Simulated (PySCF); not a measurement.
AgF, SMILES [F][Ag], multiplicity 1.

The structure is a stationary point at B3LYP-D3(BJ)/def2-TZVPD. The spin state was assumed, not searched. The def2 effective core potentials stand for the cores of Ag; spin–orbit coupling is left out.

Two levels are set side by side: TDDFT-PBE/def2-TZVPD (PySCF) and TDDFT-CAM-B3LYP/def2-TZVPD (PySCF). Vertical, same geometry. The lowest singlet is HOMO→LUMO 100 % with PBE and HOMO→LUMO 91 % with the other functional; states are paired by order. Differences are taken from unrounded values.

| quantity | TDDFT-PBE |
|---|---|
| lowest singlet excitation (eV) | 2.52 |
| lowest triplet excitation (TDA) (eV) | 2.13 |

Task: These are the TDDFT-PBE values. What does TDDFT-CAM-B3LYP give? (The exact figures need the calculation; the answer reports its results.)

Result: 
```csv
quantity,TDDFT-CAM-B3LYP,TDDFT-PBE minus TDDFT-CAM-B3LYP
lowest singlet excitation (eV),3.42,-0.90
lowest triplet excitation (TDA) (eV),2.58,-0.45
```

A lower first singlet is the usual sign of a functional without exact exchange. Differences between two approximate levels are no errors against the true value.

Rough cost on one machine, each run with all the roots and properties that it gave: TDDFT-CAM-B3LYP against TDDFT-PBE about 4 times.
